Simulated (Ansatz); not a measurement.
```xyz
7

Si   -0.6577    1.0426   -0.3101
In    0.6716   -1.0428    0.3244
Cl   -0.1561   -3.2140    0.1932
Cl    2.8664   -1.0551    1.0958
H    -0.8163    1.0515   -1.7859
H     0.0790    2.2486    0.1379
H    -1.9869    0.9693    0.3447
```

Charge 0, multiplicity 1. In takes the def2 core potential.

Q: List the B3LYP/def2-TZVPP orbital energies in eV (Ansatz 0.2.0). (An estimate is asked.)

A: Computed: Occupied: -2762.03, -2762.03, -1799.94, -256.75, -256.75, -195.76, -195.75, -195.66, -195.65, -195.63, -195.63, -144.49, -128.31, -99.83, -99.78, -99.78, -84.96, -84.74, -84.72, -22.71, -22.60, -21.92, -21.91, -21.89, -21.13, -20.66, -15.57, -11.89, -10.56, -10.56, -9.58, -9.17, -8.93, -8.57, -8.41, -8.06. Lowest empty: -2.38, -2.04, -0.73, 0.25, 0.61, 0.99, 1.06, 1.55.

B3LYP here is the variant with VWN-RPA as its local correlation; programs differ in this.
